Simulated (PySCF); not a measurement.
Cd(I)2 anion (CdI₂), SMILES [I][Cd][I] (connectivity only; charge and spin as stated), charge -1, multiplicity 2. Atoms are numbered in the order given.

```xyz
3

Cd     0.0000     0.0000     0.8730
I      0.0000    -2.6192    -0.3953
I      0.0000     2.6192    -0.3953
```
Charge -1, spin multiplicity 2.

Geometry: PBE-D3(BJ)/def2-SVPD. The spin state was assumed, not searched. The isomer is the one that the SMILES or the coordinates give; other isomers of the formula were not compared. The def2 effective core potentials stand for the cores of Cd, I; spin–orbit coupling is left out.

The numbers are results of r2SCAN/def2-TZVPD (PySCF), not measurements.

Mulliken values depend strongly on the basis, most of all with diffuse functions as here. ESP charges are fitted to the potential on shells at 1.4 to 2.0 van der Waals radii. Atomic charges (e):

| atom | Mulliken | ESP fit | Mulliken spin |
|---|---|---|---|
| Cd1 | 0.15 | [?] | 0.76 |
| I2 | -0.57 | [?] | 0.12 |
| I3 | -0.57 | [?] | 0.12 |

Some entries are withheld; supply them. (The exact figures need the calculation; the answer reports its results.)


- Cd1, ESP fit: 0.15
- I2, ESP fit: -0.58
- I3, ESP fit: -0.58
